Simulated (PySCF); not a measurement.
C$_{3}$H$_{12}$GeSi (SMILES [CH3][Ge]([CH3])([CH3])[SiH3]), singlet, geometry from GFN2-xTB. Base run: CASSCF(6,6)/STO-3G run with PySCF.

PySCF was given this input:
```python
from pyscf import gto, scf, mcscf
import numpy

mol = gto.M(
    atom='''
C    -0.75245964   -1.54718380   -1.21469072
Ge   -0.25399018   -0.06740855    0.02229560
C    -0.71143954   -0.68470167    1.86023766
C    -1.47574849    1.45170808   -0.38750071
Si    2.01924245    0.53590344   -0.17725183
H    -1.80284801   -1.80437583   -1.10540087
H    -0.58335172   -1.26515337   -2.25056865
H    -0.16685601   -2.44018591   -1.01286658
H    -0.52317992    0.09518318    2.59335109
H    -1.76130837   -0.95845158    1.92538505
H    -0.12141924   -1.55365521    2.13948227
H    -2.51489363    1.14945808   -0.28635697
H    -1.32889976    1.80918070   -1.40325961
H    -1.30302600    2.28594275    0.28733350
H     2.52627666    0.27067925   -1.52518230
H     2.85563205   -0.21368700    0.76238147
H     2.22005146    1.96055480    0.09549052
''',
    basis='sto-3g',
    verbose=3,
)

mf = scf.RHF(mol)
mf.kernel()
mc = mcscf.CASSCF(mf, 6, 6)
mc.fix_spin_(ss=0.0)
mc.kernel()
occ = numpy.linalg.eigvalsh(mc.fcisolver.make_rdm1(mc.ci, mc.ncas, mc.nelecas))[::-1]
ss = mc.fcisolver.spin_square(mc.ci, mc.ncas, mc.nelecas)[0]
print('natural occupations', occ.round(4), ' <S^2>', round(ss, 4))
```

Variants of this job, named by their change:

```
change                                   ΔE vs base (kcal/mol)                      natural occupations  <S^2> of the state  core-seconds (rough)
---------------------------------------  ---------------------  ---------------------------------------  ------------------  --------------------
base                                                     0.000            1.99 1.98 1.97 0.03 0.02 0.02                0.00                    20
conv_tol = 1e-5                                          0.000            1.99 1.98 1.97 0.03 0.02 0.02                0.00                    10
solver = newton                                           7.71            1.99 1.99 1.98 0.02 0.01 0.01                0.00                     5
active space = 2 electrons, 3 orbitals                   16.72                           1.98 0.02 0.00                0.00                     4
correction = SC-NEVPT2                                  -132.7            1.99 1.98 1.97 0.03 0.02 0.02                0.00                    20
fix_spin_ = off                                          0.000            1.99 1.98 1.97 0.03 0.02 0.02                0.00                    20
active space = 10 electrons, 8 orbitals                  -1.15  2.00 2.00 1.99 1.98 1.97 0.03 0.02 0.02                0.00                    10
active space = 4 electrons, 5 orbitals                    8.26                 1.98 1.98 0.02 0.01 0.00                0.00                    10
orbitals = fixed (CASCI)                                 15.60            2.00 2.00 1.99 0.01 0.01 0.01                0.00                     2
active space = 4 electrons, 4 orbitals                    8.88                      1.99 1.98 0.02 0.01                0.00                     5
start = MP2 natural orbitals                             -2.62            1.98 1.97 1.97 0.03 0.02 0.02                0.00                    20
```

Active orbitals are taken around the Fermi level unless the row says otherwise; CASSCF can end in different local minima, and two programs can end on different orbitals. State-averaged rows give the lowest state.
